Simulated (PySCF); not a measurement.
Job file and geometry (Å, from GFN2-xTB) of an NMR shielding run on `NBB1CCCC1`, C4H11B2N, PySCF, GIAO PBE0/pcSseg-1 NMR shielding, non-relativistic, gas phase; density fitting, a coarse starting grid and PySCF grid level 2 are the driver's defaults:

```
$ OMP_NUM_THREADS=1 python probes_run.py task.json out

{"job": {"kind": "nmr", "xc": "PBE0", "basis": "pcSseg-1"}, "charge": 0, "multiplicity": 1}
N      2.941628     0.781771     0.411182
B      2.014657     0.789150    -0.621779
B      0.470177     0.220249    -0.483445
C     -0.824937     1.018351    -0.023408
C     -2.021168     0.132174    -0.404087
C     -1.497597    -1.298005    -0.288841
C     -0.065005    -1.232759    -0.839120
H      2.748615     0.427421     1.333326
H      3.883949     1.127269     0.328359
H      2.413827     1.241918    -1.639511
H     -0.931732     2.031888    -0.411525
H     -0.784864     1.118121     1.066504
H     -2.306277     0.332562    -1.439429
H     -2.896040     0.305048     0.225103
H     -1.469755    -1.592461     0.763052
H     -2.125386    -2.014380    -0.821301
H     -0.097524    -1.306271    -1.931078
H      0.538674    -2.075729    -0.500416
```

Question: Write the output of this run.

Answer: 
```
coarse grid: 14400 points
cycle   1  E = -263.0569063309  dE =  7.011e-01  |g| = 5.196e-01  |ddm| = 3.687e+00
cycle   2  E = -263.0421318652  dE =  1.477e-02  |g| = 5.973e-01  |ddm| = 1.034e+00
cycle   3  E = -263.1306186494  dE = -8.849e-02  |g| = 6.208e-02  |ddm| = 5.826e-01
cycle   4  E = -263.1315235367  dE = -9.049e-04  |g| = 2.004e-02  |ddm| = 7.754e-02
cycle   5  E = -263.1316198165  dE = -9.628e-05  |g| = 8.043e-03  |ddm| = 2.274e-02
cycle   6  E = -263.1316333845  dE = -1.357e-05  |g| = 1.960e-03  |ddm| = 7.566e-03
cycle   7  E = -263.1316343143  dE = -9.298e-07  |g| = 2.741e-04  |ddm| = 1.784e-03
final grid: 137336 points
cycle   8  E = -263.1665435312  dE = -4.477e-05  |g| = 9.280e-03  |ddm| = 3.701e-02
cycle   9  E = -263.1665312010  dE =  1.233e-05  |g| = 1.197e-02  |ddm| = 1.694e-02
cycle  10  E = -263.1665644815  dE = -3.328e-05  |g| = 8.502e-04  |ddm| = 9.278e-03
cycle  11  E = -263.1665646669  dE = -1.854e-07  |g| = 2.787e-04  |ddm| = 9.851e-04
cycle  12  E = -263.1665646833  dE = -1.644e-08  |g| = 7.989e-05  |ddm| = 2.688e-04
cycle  13  E = -263.1665646848  dE = -1.516e-09  |g| = 1.857e-05  |ddm| = 8.481e-05
cycle  14  E = -263.1665646849  dE = -8.242e-11  |g| = 2.974e-06  |ddm| = 2.129e-05
converged SCF energy = -263.1665646849

GIAO shielding tensors (ppm)
atom      isotropic    diamagn.    paramagn.     s11        s22        s33       span
  0 N      151.010     313.895    -162.885     52.009    174.307    226.715    174.707
  1 B       51.953     197.188    -145.236    -11.433     41.349    125.942    137.374
  2 B       -5.496     188.480    -193.976    -85.082    -49.124    117.719    202.801
  3 C      149.708     252.189    -102.481    134.092    148.613    166.420     32.328
  4 C      154.631     248.788     -94.156    128.620    162.531    172.743     44.123
  5 C      154.700     248.528     -93.828    129.062    162.172    172.865     43.803
  6 C      149.412     252.479    -103.066    137.823    146.685    163.729     25.906
  7 H       27.783      32.541      -4.758     23.645     26.531     33.173      9.528
  8 H       27.119      26.904       0.215     23.286     23.349     34.722     11.435
  9 H       25.711      29.265      -3.554     22.904     26.737     27.493      4.589
 10 H       29.442      31.322      -1.880     24.853     28.684     34.789      9.937
 11 H       30.850      32.087      -1.237     25.698     29.474     37.379     11.681
 12 H       30.371      30.996      -0.625     25.485     28.792     36.835     11.350
 13 H       29.599      30.182      -0.583     24.780     27.813     36.203     11.423
 14 H       30.443      31.692      -1.249     25.768     28.894     36.666     10.898
 15 H       29.599      29.998      -0.399     24.744     27.794     36.259     11.515
 16 H       30.585      31.040      -0.456     25.343     29.167     37.244     11.901
 17 H       29.667      31.706      -2.040     25.291     28.692     35.016      9.724
```

Size and cost of the density-fitted run: 174 basis functions, 56 s wall time on 1 thread of an Arm Neoverse N1, shared host; peak memory 0.78 GiB.
